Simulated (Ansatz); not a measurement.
F₃Si, doublet, geometry from GFN2-xTB.

The Ansatz (an electronic-structure program) input:
Ansatz 0.2 input:
```yaml
crystal:
  periodic: [false, false, false]
  atoms:
    - {symbol: F, position_ang: [1.45897544, 0.00611585, -0.16670084]}
    - {symbol: Si, position_ang: [-0.01625899, -0.01100853, 0.42782874]}
    - {symbol: F, position_ang: [-0.71842192, 1.26220476, -0.21712895]}
    - {symbol: F, position_ang: [-0.71526175, -1.25119624, -0.28168158]}
basis:
  gaussian:
    orbitals: aug-cc-pVDZ
    fitting: {mean_field: cc-pVTZ-JKFIT, correlation: cc-pVTZ-RIFIT}
magnetization: {spin_polarized: true, initial_magnetization: 1}
correlation: {method: ccsd}
```

Q: What does this run give for the number of basis functions, total energy, coupled-cluster correlation energy (without the perturbative part), T1 diagnostic?

A: 
```json
{
  "number_of_basis_functions": "96",
  "total_energy": "-588.1215 Eh",
  "coupled-cluster correlation energy (without the perturbative part)": "-0.6935 Eh",
  "T1 diagnostic": "0.016"
}
```
